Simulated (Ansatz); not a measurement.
Geometry optimisation, Ansatz, RKS CAM-B3LYP/def2-SVP.

input.yaml

```yaml
crystal:
  periodic: [false, false, false]
  atoms:
    - { symbol: C, position_ang: [-0.40467, 0.35618, -0.10751] }
    - { symbol: "N", position_ang: [0.92869, 0.11089, 0.35985] }
    - { symbol: Zn, position_ang: [0.80077, -1.78221, 0.23926] }
    - { symbol: Te, position_ang: [-0.927, -1.24157, -1.49585] }
    - { symbol: H, position_ang: [-1.1758, 0.37267, 0.6713] }
    - { symbol: H, position_ang: [-0.45409, 1.31475, -0.63211] }
    - { symbol: H, position_ang: [1.23209, 0.86928, 0.96506] }
basis:
  gaussian: { orbitals: def2-SVP }
hamiltonian:
  xc: cam_b3lyp
relax:
  f_tol: 0.02
  max_steps: 50
```

Run as:

```bash
$ ansatz run input.yaml --threads 2 --pin off --max-ram 3072MiB --backend cpu --events-out ev --progress --plain --runs-dir out
```

Task: Where does it end, and by what steps?

Result: The run converged. After 16 steps the energy has fallen by 0.233 eV; H7 moved furthest, 0.80 Å.

```json
{"step": "0", "energy less start (eV)": "0.0000", "largest force component (eV/Å)": "0.577", "accepted": "yes"}
{"step": "1", "energy less start (eV)": "-0.1287", "largest force component (eV/Å)": "0.607", "accepted": "yes"}
{"step": "2", "energy less start (eV)": "-0.1804", "largest force component (eV/Å)": "0.397", "accepted": "yes"}
{"step": "3", "energy less start (eV)": "-0.1771", "largest force component (eV/Å)": "0.980", "accepted": "no"}
{"step": "4", "energy less start (eV)": "-0.2083", "largest force component (eV/Å)": "0.124", "accepted": "yes"}
{"step": "5", "energy less start (eV)": "-0.2163", "largest force component (eV/Å)": "0.137", "accepted": "yes"}
{"step": "6", "energy less start (eV)": "-0.2201", "largest force component (eV/Å)": "0.088", "accepted": "yes"}
{"step": "7", "energy less start (eV)": "-0.2214", "largest force component (eV/Å)": "0.299", "accepted": "yes"}
{"step": "8", "energy less start (eV)": "-0.2231", "largest force component (eV/Å)": "0.137", "accepted": "yes"}
{"step": "9", "energy less start (eV)": "-0.2249", "largest force component (eV/Å)": "0.051", "accepted": "yes"}
{"step": "10", "energy less start (eV)": "-0.2268", "largest force component (eV/Å)": "0.437", "accepted": "yes"}
{"step": "11", "energy less start (eV)": "-0.2292", "largest force component (eV/Å)": "0.223", "accepted": "yes"}
{"step": "12", "energy less start (eV)": "-0.2306", "largest force component (eV/Å)": "0.085", "accepted": "yes"}
{"step": "13", "energy less start (eV)": "-0.2322", "largest force component (eV/Å)": "0.042", "accepted": "yes"}
{"step": "14", "energy less start (eV)": "-0.2328", "largest force component (eV/Å)": "0.161", "accepted": "yes"}
{"step": "15", "energy less start (eV)": "-0.2331", "largest force component (eV/Å)": "0.054", "accepted": "yes"}
{"step": "16", "energy less start (eV)": "-0.2332", "largest force component (eV/Å)": "0.013", "accepted": "yes"}
```

```xyz
7
Properties=species:S:1:pos:R:3
C -0.337 0.483 -0.113
N 0.960 0.306 0.438
Zn 1.129 -1.455 -0.283
Te -1.192 -1.536 -1.088
H -1.125 0.769 0.598
H -0.359 1.114 -1.009
H 0.923 0.319 1.457
```

Time of the run: 91 s on 2 threads of Intel(R) Xeon(R) Platinum 8488C (Sapphire Rapids), with other jobs on the host, peak memory 0.32 GiB.
